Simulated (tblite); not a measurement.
A geometry optimisation, step by step.

C₅H₁₃NOSi₂.
Atom-mapped SMILES: `[CH2:1]=[CH:2][C:3](=[CH2:4])[Si@H:5]([OH:6])[SiH2:7][NH:8][CH3:9]` (hydrogens: H10, H11 on C1; H12 on C2; H13, H14 on C4; H15 on Si5; H16 on O6; H17, H18 on Si7; H19 on N8; H20, H21, H22 on C9)

Computed with GFN2-xTB (tblite), gas phase: L-BFGS steps from a force-field or distance-geometry start until the largest atomic force falls under 0.01 eV/Å. 8 of its 106 geometries are shown.

Step 0: E = -755.2071 eV, largest atomic force 2.181 eV/Å
```
atom  x, y, z in Å  |  force x, y, z in eV/Å
C1      2.665   -0.595    1.859   -1.140   0.011  -0.921
C2      1.708   -0.366    0.926    1.388  -0.969   1.376
C3      1.634    0.839    0.141    0.437   1.028  -0.802
C4      2.690    1.361   -0.514   -0.315  -0.659   0.709
Si5    -0.076    1.637    0.046   -0.968  -0.051  -0.463
O6     -0.699    1.856    1.572    0.911  -0.732   0.240
Si7    -1.519    0.260   -1.234    0.491   0.788  -0.156
N8     -1.994   -1.136   -0.352   -0.486  -0.594   0.459
C9     -2.695   -2.271   -0.956   -0.223   0.311   0.191
H10     3.427    0.136    2.084   -0.066  -0.090  -0.036
H11     2.668   -1.522    2.422    0.087   0.265  -0.055
H12     0.955   -1.144    0.772    0.092   0.416  -0.057
H13     3.661    0.878   -0.447   -0.157   0.084  -0.163
H14     2.634    2.257   -1.107   -0.090  -0.050   0.105
H15     0.034    2.976   -0.615    0.013  -0.385   0.445
H16    -0.273    1.320    2.276   -0.559   0.709  -0.706
H17    -2.775    0.978   -1.550    0.122   0.116  -0.285
H18    -0.872   -0.205   -2.483   -0.202   0.032   0.209
H19    -2.529   -0.828    0.465    0.318  -0.370  -0.114
H20    -2.117   -2.705   -1.771    0.016   0.288   0.055
H21    -3.689   -1.968   -1.330    0.275  -0.172  -0.055
H22    -2.849   -3.047   -0.204    0.056   0.024   0.025
```

Step 15: E = -755.4765 eV, largest atomic force 0.085 eV/Å
```
atom  x, y, z in Å  |  force x, y, z in eV/Å
C1      2.655   -0.603    1.851    0.060  -0.001   0.018
C2      1.734   -0.384    0.923   -0.062   0.003   0.043
C3      1.632    0.835    0.119   -0.006  -0.047   0.016
C4      2.695    1.345   -0.495   -0.005   0.037   0.016
Si5    -0.117    1.579    0.001   -0.019   0.013  -0.009
O6     -0.686    1.820    1.522   -0.002  -0.065  -0.026
Si7    -1.570    0.287   -1.238    0.008  -0.009   0.035
N8     -2.050   -1.102   -0.324    0.024  -0.045  -0.015
C9     -2.703   -2.239   -0.939   -0.016  -0.017  -0.029
H10     3.425    0.124    2.057    0.006  -0.010  -0.017
H11     2.681   -1.504    2.442   -0.026   0.038  -0.040
H12     0.944   -1.109    0.763   -0.008  -0.030  -0.020
H13     3.670    0.882   -0.449   -0.047  -0.015   0.011
H14     2.626    2.245   -1.081   -0.006   0.011  -0.014
H15     0.021    2.946   -0.509    0.015   0.010  -0.021
H16    -0.294    1.374    2.266    0.008   0.012   0.035
H17    -2.727    1.063   -1.740    0.006   0.000  -0.011
H18    -0.942   -0.264   -2.448    0.002  -0.053   0.032
H19    -2.412   -0.941    0.605    0.033   0.052  -0.021
H20    -2.081   -2.596   -1.758   -0.003   0.047  -0.037
H21    -3.690   -1.995   -1.346   -0.012   0.009   0.017
H22    -2.822   -3.053   -0.223    0.050   0.060   0.034
```

Step 30: E = -755.5110 eV, largest atomic force 0.173 eV/Å
```
atom  x, y, z in Å  |  force x, y, z in eV/Å
C1      2.659   -0.613    1.827   -0.081   0.047   0.050
C2      1.698   -0.390    0.941    0.017  -0.031  -0.113
C3      1.588    0.823    0.132    0.066   0.078   0.060
C4      2.653    1.343   -0.469    0.031   0.000  -0.062
Si5    -0.157    1.563    0.000    0.135   0.005  -0.013
O6     -0.793    1.620    1.510   -0.059  -0.049  -0.102
Si7    -1.544    0.280   -1.288   -0.054   0.034  -0.054
N8     -2.019   -1.072   -0.333    0.041  -0.017   0.112
C9     -2.692   -2.203   -0.923    0.013   0.020   0.007
H10     3.426    0.124    2.007    0.015  -0.051  -0.011
H11     2.700   -1.508    2.427    0.002   0.003  -0.034
H12     0.902   -1.107    0.781    0.013  -0.072   0.089
H13     3.625    0.871   -0.431   -0.030   0.022   0.025
H14     2.589    2.245   -1.056   -0.019  -0.019   0.008
H15     0.050    2.939   -0.468   -0.035   0.052   0.026
H16    -0.226    1.498    2.264    0.046   0.073   0.150
H17    -2.681    1.060   -1.836    0.048  -0.058  -0.041
H18    -0.890   -0.371   -2.436   -0.008   0.083   0.008
H19    -2.340   -0.896    0.609    0.026   0.020  -0.054
H20    -2.139   -2.491   -1.814   -0.085  -0.019  -0.051
H21    -3.720   -1.959   -1.212   -0.035  -0.139  -0.010
H22    -2.699   -3.047   -0.233   -0.046   0.017   0.010
```

Step 45: E = -755.5528 eV, largest atomic force 0.081 eV/Å
```
atom  x, y, z in Å  |  force x, y, z in eV/Å
C1      2.666   -0.627    1.822   -0.005  -0.016   0.015
C2      1.710   -0.403    0.933   -0.006   0.038   0.004
C3      1.604    0.815    0.131   -0.004   0.042  -0.045
C4      2.662    1.342   -0.477    0.025   0.029   0.008
Si5    -0.148    1.541    0.011    0.010   0.001   0.043
O6     -0.800    1.468    1.515   -0.043   0.026  -0.014
Si7    -1.524    0.281   -1.326   -0.024   0.032  -0.044
N8     -2.023   -1.062   -0.375    0.032  -0.006   0.047
C9     -2.719   -2.206   -0.909    0.007  -0.017  -0.001
H10     3.457    0.083    1.994    0.026   0.025  -0.019
H11     2.689   -1.520    2.422    0.015  -0.071   0.037
H12     0.899   -1.111    0.812    0.015  -0.011  -0.015
H13     3.641    0.886   -0.434   -0.021  -0.003  -0.011
H14     2.584    2.249   -1.055    0.006  -0.017   0.001
H15     0.011    2.959   -0.356    0.006  -0.040  -0.003
H16    -0.294    1.727    2.283   -0.035   0.011  -0.014
H17    -2.652    1.027   -1.935    0.056   0.010   0.027
H18    -0.816   -0.322   -2.467   -0.011  -0.008   0.020
H19    -2.291   -0.875    0.580    0.016   0.000  -0.014
H20    -2.258   -2.479   -1.856   -0.033   0.022  -0.033
H21    -3.782   -2.011   -1.086   -0.012  -0.024  -0.005
H22    -2.629   -3.052   -0.227   -0.020  -0.022   0.019
```

Step 60: E = -755.5638 eV, largest atomic force 0.058 eV/Å
```
atom  x, y, z in Å  |  force x, y, z in eV/Å
C1      2.693   -0.645    1.818   -0.007  -0.001   0.005
C2      1.730   -0.400    0.941    0.016  -0.007  -0.008
C3      1.615    0.826    0.153   -0.007  -0.002   0.012
C4      2.666    1.352   -0.471   -0.021  -0.013  -0.005
Si5    -0.143    1.535    0.024    0.013  -0.006   0.011
O6     -0.863    1.478    1.496    0.016   0.016  -0.002
Si7    -1.497    0.267   -1.326    0.036  -0.014   0.015
N8     -2.011   -1.078   -0.383   -0.010  -0.007  -0.011
C9     -2.738   -2.210   -0.905   -0.005  -0.005  -0.015
H10     3.488    0.061    1.997   -0.005   0.002  -0.012
H11     2.718   -1.551    2.401    0.013  -0.013  -0.002
H12     0.923   -1.110    0.805    0.009   0.006   0.017
H13     3.640    0.884   -0.449   -0.002   0.017   0.009
H14     2.582    2.254   -1.053    0.010   0.004   0.014
H15     0.021    2.947   -0.357    0.001  -0.004  -0.002
H16    -0.437    1.821    2.279   -0.012  -0.001  -0.031
H17    -2.581    1.069   -1.931   -0.055  -0.014  -0.013
H18    -0.802   -0.346   -2.469    0.005  -0.006   0.009
H19    -2.252   -0.895    0.580    0.006   0.004   0.010
H20    -2.343   -2.453   -1.889   -0.012   0.023  -0.011
H21    -3.813   -2.018   -1.006    0.010   0.008   0.004
H22    -2.605   -3.078   -0.255    0.003   0.013   0.007
```

Step 75: E = -755.5681 eV, largest atomic force 0.034 eV/Å
```
atom  x, y, z in Å  |  force x, y, z in eV/Å
C1      2.722   -0.662    1.809    0.007  -0.011  -0.014
C2      1.742   -0.411    0.953   -0.003   0.002   0.023
C3      1.615    0.821    0.176    0.005  -0.001   0.005
C4      2.662    1.357   -0.444   -0.008  -0.004  -0.023
Si5    -0.142    1.529    0.020   -0.008  -0.009  -0.016
O6     -0.901    1.493    1.472   -0.001   0.008   0.004
Si7    -1.483    0.252   -1.335    0.009   0.002   0.002
N8     -1.999   -1.085   -0.384    0.017   0.002  -0.008
C9     -2.757   -2.196   -0.904   -0.005   0.015   0.004
H10     3.520    0.044    1.978   -0.010   0.002  -0.009
H11     2.767   -1.576    2.378   -0.005   0.001  -0.001
H12     0.934   -1.121    0.826    0.001   0.000   0.008
H13     3.639    0.899   -0.431    0.008  -0.002   0.027
H14     2.570    2.263   -1.018    0.008   0.033  -0.004
H15     0.035    2.938   -0.370   -0.003  -0.008  -0.008
H16    -0.524    1.898    2.251    0.011  -0.003   0.000
H17    -2.588    1.019   -1.954    0.012  -0.003   0.000
H18    -0.769   -0.369   -2.463   -0.009   0.012   0.004
H19    -2.209   -0.904    0.587   -0.006  -0.028  -0.002
H20    -2.429   -2.389   -1.923   -0.006  -0.009   0.010
H21    -3.834   -2.000   -0.924   -0.017  -0.002  -0.002
H22    -2.580   -3.091   -0.303    0.003   0.004  -0.002
```

Step 90: E = -755.5706 eV, largest atomic force 0.034 eV/Å
```
atom  x, y, z in Å  |  force x, y, z in eV/Å
C1      2.738   -0.668    1.796   -0.003  -0.008   0.003
C2      1.740   -0.405    0.964    0.014  -0.003  -0.009
C3      1.614    0.827    0.187   -0.002   0.009   0.005
C4      2.670    1.373   -0.411   -0.005   0.010   0.003
Si5    -0.144    1.525    0.008    0.002   0.017  -0.001
O6     -0.901    1.527    1.462    0.006  -0.012  -0.010
Si7    -1.481    0.236   -1.336   -0.031  -0.001   0.013
N8     -1.992   -1.109   -0.393   -0.006  -0.011   0.014
C9     -2.783   -2.200   -0.909   -0.003  -0.003  -0.006
H10     3.543    0.034    1.950   -0.001  -0.010  -0.002
H11     2.788   -1.583    2.361   -0.001  -0.003   0.015
H12     0.924   -1.109    0.854    0.005   0.008   0.001
H13     3.652    0.926   -0.373   -0.012   0.000   0.002
H14     2.584    2.283   -0.982    0.003   0.008  -0.002
H15     0.031    2.923   -0.423    0.001  -0.008   0.008
H16    -0.509    1.921    2.238    0.007   0.006  -0.010
H17    -2.593    0.999   -1.948    0.014  -0.005   0.005
H18    -0.764   -0.363   -2.471   -0.005  -0.017  -0.012
H19    -2.179   -0.947    0.586    0.009   0.005  -0.016
H20    -2.487   -2.387   -1.938    0.012  -0.003   0.004
H21    -3.857   -1.987   -0.899    0.000   0.006   0.011
H22    -2.605   -3.105   -0.323   -0.004   0.013  -0.015
```

Step 105: E = -755.5714 eV, largest atomic force 0.009 eV/Å
```
atom  x, y, z in Å  |  force x, y, z in eV/Å
C1      2.744   -0.673    1.793   -0.001  -0.006   0.003
C2      1.744   -0.401    0.965    0.001   0.001  -0.003
C3      1.619    0.833    0.191    0.005  -0.001  -0.008
C4      2.675    1.389   -0.396    0.004   0.006  -0.001
Si5    -0.142    1.521   -0.001    0.008  -0.002  -0.003
O6     -0.896    1.528    1.454   -0.002  -0.003  -0.004
Si7    -1.482    0.225   -1.337   -0.003   0.002   0.003
N8     -1.986   -1.123   -0.394   -0.007   0.001  -0.003
C9     -2.795   -2.201   -0.911   -0.002  -0.001  -0.002
H10     3.559    0.017    1.941   -0.007   0.003   0.000
H11     2.783   -1.587    2.361    0.003  -0.008   0.003
H12     0.921   -1.098    0.863   -0.001   0.003  -0.001
H13     3.659    0.947   -0.352   -0.001   0.005   0.002
H14     2.589    2.302   -0.962    0.001   0.001  -0.002
H15     0.029    2.918   -0.435   -0.001  -0.005  -0.004
H16    -0.500    1.939    2.220   -0.004   0.001   0.008
H17    -2.593    0.992   -1.942   -0.002  -0.004   0.006
H18    -0.779   -0.380   -2.480    0.002  -0.001   0.000
H19    -2.162   -0.965    0.587    0.002   0.005   0.003
H20    -2.512   -2.381   -1.945    0.002  -0.001   0.004
H21    -3.867   -1.977   -0.885    0.006   0.002   0.002
H22    -2.620   -3.113   -0.336   -0.003   0.001  -0.004
```

Problem. Summarise the path.

Solution. The energy falls by 8.40 kcal/mol from step 0 to step 105; nine tenths of that is first reached at step 37. It rises by more than 0.2 meV at step 29. The largest force goes from 2.181 to 0.009 eV/Å. Among the bonds Si5–Si7 changes most, from 2.370 to 2.294 Å; the atoms move by 0.289 Å rms after alignment.

Problem. Follow the three bonds and two angles with the largest change from start to end.

Solution. 
| step | E above end (kcal/mol) | largest force (eV/Å) | Si5–Si7 (Å) | C1=C2 (Å) | O6–H16 (Å) | Si7–N8–H19 (°) | N8–Si7–H17 (°) |
| --- | --- | --- | --- | --- | --- | --- | --- |
| 0 | 8.40 | 2.181 | 2.370 | 1.357 | 0.982 | 108.0 | 105.6 |
| 5 | 3.86 | 0.366 | 2.287 | 1.325 | 0.955 | 109.8 | 106.6 |
| 9 | 2.75 | 0.237 | 2.305 | 1.325 | 0.952 | 113.3 | 111.2 |
| 14 | 2.22 | 0.091 | 2.302 | 1.326 | 0.953 | 117.0 | 112.2 |
| 18 | 2.09 | 0.081 | 2.306 | 1.325 | 0.953 | 116.9 | 113.2 |
| 23 | 1.93 | 0.106 | 2.296 | 1.326 | 0.954 | 117.3 | 113.3 |
| 27 | 1.67 | 0.138 | 2.297 | 1.325 | 0.956 | 118.5 | 114.1 |
| 32 | 1.19 | 0.235 | 2.288 | 1.327 | 0.959 | 117.6 | 114.3 |
| 37 | 0.82 | 0.134 | 2.289 | 1.324 | 0.954 | 116.5 | 114.8 |
| 41 | 0.56 | 0.109 | 2.295 | 1.326 | 0.956 | 117.5 | 114.0 |
| 46 | 0.40 | 0.096 | 2.294 | 1.325 | 0.955 | 116.9 | 113.5 |
| 50 | 0.34 | 0.095 | 2.297 | 1.326 | 0.955 | 116.9 | 114.3 |
| 55 | 0.24 | 0.088 | 2.293 | 1.325 | 0.956 | 116.0 | 114.8 |
| 59 | 0.18 | 0.048 | 2.295 | 1.325 | 0.955 | 116.7 | 115.4 |
| 64 | 0.15 | 0.045 | 2.294 | 1.325 | 0.955 | 117.3 | 114.9 |
| 68 | 0.11 | 0.043 | 2.294 | 1.325 | 0.954 | 117.3 | 114.7 |
| 73 | 0.09 | 0.034 | 2.293 | 1.326 | 0.955 | 117.2 | 114.2 |
| 78 | 0.07 | 0.024 | 2.294 | 1.325 | 0.954 | 117.2 | 114.3 |
| 82 | 0.06 | 0.025 | 2.293 | 1.326 | 0.955 | 117.3 | 114.3 |
| 87 | 0.04 | 0.026 | 2.291 | 1.326 | 0.954 | 117.5 | 114.2 |
| 91 | 0.02 | 0.017 | 2.293 | 1.326 | 0.955 | 117.4 | 114.0 |
| 96 | 0.01 | 0.018 | 2.293 | 1.326 | 0.955 | 117.4 | 114.2 |
| 100 | 0.00 | 0.021 | 2.294 | 1.326 | 0.954 | 117.3 | 114.0 |
| 105 | 0.00 | 0.009 | 2.294 | 1.326 | 0.955 | 117.4 | 114.2 |

The cost below is that of the whole relaxation. The run took 1.8 s of wall time on one thread of an Arm Neoverse N1, shared host.
